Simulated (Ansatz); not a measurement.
`[SH][Sn]([SH])([Cl])[Cl]`, charge 0, multiplicity 1.

Question: Give a relaxed structure at PBE0-D4/def2-TZVP (Ansatz 0.2.0). (Estimate.)

Answer: Ansatz gave: 
Cartesian coordinates in Å:
```
S 1.658 -1.500 -0.575
Sn -0.107 -0.031 0.013
S 0.711 2.172 0.325
Cl -1.714 -0.183 -1.647
Cl -1.197 -0.647 1.960
H 0.842 -2.219 -1.367
H -0.194 2.408 1.291
```
Point group C2.
